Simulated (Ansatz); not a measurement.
Cost and result for the atomization energy of BrSi, SMILES `[Si]Br` radical (2 atoms, 1 bond).

Total charge 0; spin multiplicity 2. Correlated methods include outer-core shells of Br, which these sets cover unevenly. Scalar relativity is left out up to krypton. The structure was optimised at the PBE0-D4/def2-TZVP level. Program: Ansatz. All runs use 4 threads of an Intel Xeon Platinum 8488C on a shared host. Times are those of one run each, without the atoms' runs, and a repeat can differ threefold. Electronic energies, without spin–orbit coupling; frozen cores. CCSD(T)/CBS adds CCSD(T) − MP2 in def2-TZVPP to the MP2 limit, and its time is that of the two runs behind it. T1 = 0.014; ⟨S²⟩ of the reference is 0.77. With those shells the extrapolation isn't a true limit. B3LYP takes the VWN-RPA correlation (the form of Gaussian; ORCA's B3LYP/G).

CCSD(T)/CBS is a level of theory with its own doubt, some kJ/mol a heavy atom from the limit and from the frozen cores, so smaller differences don't rank the functionals.

```json
{"level": "BLYP-D4/def2-TZVPP", "functions": "90", "wall time": "0.8 s"}
{"level": "RPA@PBE/def2-TZVPP", "functions": "90", "wall time": "0.9 s"}
{"level": "PBE-D4/def2-TZVPP (with forces)", "functions": "90", "wall time": "0.95 s"}
{"level": "BHLYP-D4/def2-TZVPP", "functions": "90", "wall time": "1 s"}
{"level": "B3LYP-D4/def2-TZVPP (with forces)", "functions": "90", "wall time": "1.2 s"}
{"level": "r2SCAN-D4/def2-TZVPP (with forces)", "functions": "90", "wall time": "1.5 s"}
{"level": "CCSD(T)/def2-SVP", "functions": "50", "wall time": "2.2 s"}
{"level": "ωB97X-V/def2-TZVPP", "functions": "90", "wall time": "2.3 s"}
{"level": "B97M-V/def2-TZVPP", "functions": "90", "wall time": "2.4 s"}
{"level": "ωB97M-V/def2-TZVPP (with forces)", "functions": "90", "wall time": "2.8 s"}
{"level": "CCSD(T)/def2-TZVPP", "functions": "90", "wall time": "2.8 s"}
{"level": "CCSD(T)/def2-QZVPP", "functions": "159", "wall time": "17 s"}
{"level": "CCSD(T)/CBS(def2)", "functions": "–", "wall time": "20 s"}
```

Problem. What atomization energy does each give, and how far from CCSD(T)/CBS? (Estimate.)

Solution. The calculation gave: 
```tsv
level	atomization (kcal/mol)	difference from CCSD(T)/CBS	per bond
BLYP-D4/def2-TZVPP	91.1	0.2	0.2
RPA@PBE/def2-TZVPP	76.6	-14.3	-14.3
PBE-D4/def2-TZVPP (with forces)	94.9	4.0	4.0
BHLYP-D4/def2-TZVPP	85.8	-5.1	-5.0
B3LYP-D4/def2-TZVPP (with forces)	89.8	-1.1	-1.1
r2SCAN-D4/def2-TZVPP (with forces)	92.2	1.3	1.4
CCSD(T)/def2-SVP	78.4	-12.5	-12.5
ωB97X-V/def2-TZVPP	90.3	-0.6	-0.6
B97M-V/def2-TZVPP	91.3	0.4	0.4
ωB97M-V/def2-TZVPP (with forces)	90.0	-0.9	-0.9
CCSD(T)/def2-TZVPP	85.2	-5.7	-5.7
CCSD(T)/def2-QZVPP	88.4	-2.5	-2.5
CCSD(T)/CBS(def2)	90.9	0.0	0.0
```

In def2-TZVPP, CCSD(T) changes the Hartree–Fock value by +25.6 kcal/mol (the triples alone add +3.2 kcal/mol) and MP2 by +28.7 kcal/mol; breaking electron pairs costs correlation energy, which Hartree–Fock lacks. From PBE to PBE0 (25 % exact exchange), in def2-TZVPP and without D4, the atomization energy moves by −3.3 kcal/mol: exact exchange takes away binding that semilocal exchange gives to molecules. The D4 term adds +1.7 kcal/mol with B3LYP and +0.9 kcal/mol with PBE0; it sums over pairs of atoms, weighted by their polarisabilities, and B3LYP, whose exchange is more repulsive, gets the larger term.
